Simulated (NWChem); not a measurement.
System: diantimony (Sb$_{2}$); SMILES [Sb]#[Sb]

Results from NWChem. B3LYP is NWChem's, with the RPA form of VWN correlation. The level has its own optimisation; frequencies are unscaled.

Question: What does the run give for B3LYP/3-21G (all-electron, non-relativistic)? Quantities: r Sb–Sb (Å); highest harmonic frequency (cm⁻¹); zero-point energy (kcal/mol).

Answer: 
| Quantity | Result |
|---|---|
| r Sb–Sb (Å) | 2.581 |
| highest harmonic frequency (cm⁻¹) | 263 |
| zero-point energy (kcal/mol) | 0.4 |
